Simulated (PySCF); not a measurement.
Potential energy curve for SMILES [GaH3] (H3Ga). The Ga1–H4 bond (Ga1 also carries H, H; H4 carries nothing else) is pulled apart rigidly from the PBE0/def2-TZVP optimised geometry. Each curve is given relative to its own lowest point near equilibrium.

```json
[
 {"R / Å": "1.26", "A": "24.9", "B": "25.0", "C": "28.9", "D": "25.7"},
 {"R / Å": "1.34", "A": "12.1", "B": "12.1", "C": "14.8", "D": "12.8"},
 {"R / Å": "1.41", "A": "5.3", "B": "5.3", "C": "7.1", "D": "5.9"},
 {"R / Å": "1.47", "A": "1.9", "B": "1.9", "C": "3.0", "D": "2.3"},
 {"R / Å": "1.52", "A": "0.4", "B": "0.5", "C": "1.1", "D": "0.7"},
 {"R / Å": "1.57", "A": "0.0", "B": "0.0", "C": "0.1", "D": "0.0"},
 {"R / Å": "1.60", "A": "0.1", "B": "0.1", "C": "0.0", "D": "0.0"},
 {"R / Å": "1.68", "A": "1.7", "B": "1.6", "C": "0.8", "D": "1.1"},
 {"R / Å": "1.74", "A": "3.7", "B": "3.7", "C": "2.4", "D": "2.8"},
 {"R / Å": "1.80", "A": "6.4", "B": "6.3", "C": "4.5", "D": "5.1"},
 {"R / Å": "1.92", "A": "12.8", "B": "12.6", "C": "9.9", "D": "10.7"},
 {"R / Å": "2.10", "A": "24.0", "B": "23.5", "C": "19.6", "D": "20.6"},
 {"R / Å": "2.34", "A": "39.4", "B": "38.4", "C": "32.8", "D": "34.3"},
 {"R / Å": "2.62", "A": "56.1", "B": "53.7", "C": "46.4", "D": "49.1"},
 {"R / Å": "2.80", "A": "65.6", "B": "61.6", "C": "53.5", "D": "57.4"},
 {"R / Å": "3.16", "A": "81.5", "B": "73.2", "C": "63.8", "D": "69.0"},
 {"R / Å": "3.43", "A": "90.8", "B": "78.0", "C": "68.4", "D": "73.8"},
 {"R / Å": "3.80", "A": "100.7", "B": "80.6", "C": "71.8", "D": "77.4"},
 {"R / Å": "4.28", "A": "109.5", "B": "81.4", "C": "73.5", "D": "79.4"},
 {"R / Å": "4.73", "A": "114.7", "B": "81.6", "C": "74.0", "D": "80.1"},
 {"R / Å": "5.51", "A": "119.6", "B": "81.7", "C": "74.2", "D": "80.4"}
]
```

Energies in kcal/mol.

Question: Which curve belongs to which method? The methods are PySCF with CASSCF(2,2)/cc-pVDZ; restricted TPSSh/cc-pVDZ (PySCF); CCSD(T) on UHF/cc-pVDZ, 9 core orbitals frozen (PySCF); unrestricted BLYP/cc-pVDZ run with PySCF 2.14.0.

Answer: A is RKS-TPSSh; B is UCCSD(T); C is CASSCF(2,2); D is UKS-BLYP.

The unrestricted determinant behind UKS-BLYP is spin-contaminated at 3.16 to 5.51 Å (<S²> up to 1.0, against 0.00 for a pure singlet). The unrestricted determinant behind UCCSD(T) is spin-contaminated at 2.34 to 5.51 Å (<S²> up to 1.0, against 0.00 for a pure singlet). At the longest distance RKS-TPSSh leaves fractional charges on the fragments, a sign of delocalisation error or of the restricted form. The restricted form behind RKS-TPSSh keeps the bonding electrons paired and can't separate into open-shell fragments.
